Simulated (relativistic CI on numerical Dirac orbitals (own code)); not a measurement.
Computed by Dirac-Coulomb-Breit CI, separate exchange-only KLI orbitals for each configuration, model QED, unscaled Slater integrals (own radial code, finite nucleus).

Configurations in the expansion (outside the closed core [Ne]): 3s²3p⁶3d⁷, 3s²3p⁵3d⁸, 3s²3p⁴3d⁹, 3s3p⁶3d⁸, 3s²3p⁶3d⁶4s, 3s²3p⁶3d⁶4p, 3p⁶3d⁹, 3s²3p⁶3d⁶4d, 3s²3p⁶3d⁵4s², 3s²3p⁶3d⁵4s4p, 3s²3p⁶3d⁶4f, 3s²3p⁶3d⁶5s, 3s²3p⁶3d⁵4p², 3s²3p⁶3d⁶5p, 3s3p⁵3d⁹, 3s²3p⁶3d⁵4s4d, 3s²3p⁵3d⁷4s, 3s²3p⁶3d⁶5d, 3s²3p⁶3d⁵4p4d, 3s²3p⁶3d⁶5f, 3s²3p⁶3d⁶6s, 3s²3p⁶3d⁶5g, 3s²3p⁵3d⁷4p, 3s²3p⁶3d⁶6p, 3s²3p⁴3d⁸4s, 3s²3p⁵3d⁶4s², 3s²3p⁶3d⁵4d², 3s²3p⁶3d⁶6d, 3s²3p⁴3d⁸4p, 3s3p⁶3d⁷4s, 3s3p⁵3d⁸4s, 3s3p⁶3d⁶4s², 3s3p⁶3d⁷4p, 3p⁶3d⁸4s. Levels of other configurations are missing.

At this charge energies of transitions that change n are usually good to better than 1 %, and those within a shell (Δn = 0) to a few per cent. Terms inside the open d or f shell come out 10 to 20 % too wide with unscaled integrals.

Outline of the computed level scheme of Br XI. Lowest level of each configuration: 3s²3p⁶3d⁷ ⁴F9/2 at 0.000 eV; 3s²3p⁵3d⁸ ⁴G°11/2 at 106.231 eV; 3s²3p⁶3d⁶4s ⁶D9/2 at 109.925 eV.

Some strong electric-dipole decays among the lowest 45 levels: 3s²3p⁵3d⁸ ⁴F°9/2 → 3s²3p⁶3d⁷ ⁴F9/2 (1.5e+11 s⁻¹); 3s²3p⁵3d⁸ ⁴F°7/2 → 3s²3p⁶3d⁷ ⁴F9/2 (1.0e+11 s⁻¹); 3s²3p⁵3d⁸ ²S°1/2 → 3s²3p⁶3d⁷ ⁴P3/2 (8.6e+10 s⁻¹); 3s²3p⁵3d⁸ ⁴F°7/2 → 3s²3p⁶3d⁷ ⁴F7/2 (7.0e+10 s⁻¹); 3s²3p⁵3d⁸ ⁴D°3/2 → 3s²3p⁶3d⁷ ⁴F3/2 (4.2e+10 s⁻¹); 3s²3p⁵3d⁸ ⁴P°5/2 → 3s²3p⁶3d⁷ ⁴P5/2 (3.3e+10 s⁻¹); 3s²3p⁵3d⁸ ⁴D°5/2 → 3s²3p⁶3d⁷ ⁴P5/2 (3.1e+10 s⁻¹); 3s²3p⁵3d⁸ ⁴D°7/2 → 3s²3p⁶3d⁷ ⁴F9/2 (2.4e+10 s⁻¹).

LS names give the leading component of a level, which can be under half, so a name can repeat, a term be missing and a line seem to break the LS rules.
